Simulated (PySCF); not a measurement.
Ionising SbF

UHF-CCSD(T); PySCF, spin-free X2C with a Gaussian nucleus, basis sets Sb x2c-SVPall, F x2c-SVPall. Neutral (UHF): triplet (π ↑↑), Re = 1.953 Å, ωe = 618 cm⁻¹, De = 3.32 eV.

SbF⁺ (UHF): doublet (π ↑), Re = 1.889 Å, ωe = 710 cm⁻¹, De = 3.58 eV to Sb⁺ + F. The energies at the minima are -6576.97610 hartree for SbF and -6576.66004 for SbF⁺.

(1) Work out the adiabatic ionisation energy, without and with harmonic zero-point energies (1 hartree = 27.2114 eV, 1 eV = 8065.5 cm⁻¹), and the change of the bond length.

Correlated steps freeze 19 core orbitals. Correlated levels converge slowly with the basis: in double zeta they bind strong bonds too weakly, by up to about 1 eV, and carry superposition errors of some tenths. Spin–orbit coupling is left out, which matters for elements this heavy, above all for dissociation energies. For an ion De counts to the pair picked by the measured ionisation energies or electron affinities, which need not be the lowest pair at this level. States were picked by a PBE0 search and need not be the measured ground states.

## Answers

(1) At UHF-CCSD(T): 0.31606 hartree = 8.600 eV between the minima; the zero-point term (710.0 − 618.0)/2 cm⁻¹ = +0.006 eV makes it 8.606 eV. Re changes by -6.4 pm against the neutral. The electron leaves a π orbital, and the shorter bond of the ion fits an antibonding orbital, or a change in how ionic the bond is.
